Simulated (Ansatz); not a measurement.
System: C5H11O (charge +1, singlet). It need not be the lowest isomer of its formula. SMILES: CCCCC=[OH+]
Coordinates optimised at B3LYP-D3(BJ)/def2-TZVP (Ansatz, a first-principles code):
```xyz
17

C     -2.8740    -0.4370    -0.4000
C     -1.4400    -0.7256    -0.8293
C     -0.4192     0.0134     0.0374
C      1.0076    -0.2860    -0.4050
C      2.0951     0.3347     0.3115
O      1.8698     1.1115     1.2870
H     -3.0473    -0.7467     0.6324
H     -3.5812    -0.9738    -1.0312
H     -3.1023     0.6279    -0.4750
H     -1.2467    -1.8015    -0.7763
H     -1.3012    -0.4367    -1.8757
H     -0.5408    -0.2739     1.0847
H     -0.5953     1.0907    -0.0146
H      1.2459    -1.3670    -0.3995
H      1.1929    -0.0403    -1.4683
H      3.1331     0.1477     0.0280
H      2.6674     1.4851     1.7112
```
Charge +1, spin multiplicity 1.

Parts of the frozen-core correlation energy in cc-pwCVTZ (Ansatz, hartree). Frozen orbitals: 6; correlated occupied orbitals by spin: 18 and 18; virtual: 388 and 388. No spin-orbit coupling. No relativistic terms.

```csv
term,value
reference (HF),-270.44404
MP2 opposite-spin,?
MP2 same-spin,?
CCSD correlation,-1.14554
(T),?
T1 diagnostic,0.013
largest doubles amplitude,0.055
```

**Question.** Fill in the missing entries.

**Answer.** 
- MP2 opposite-spin, value: -0.84248
- MP2 same-spin, value: -0.24969
- (T), value: -0.04634
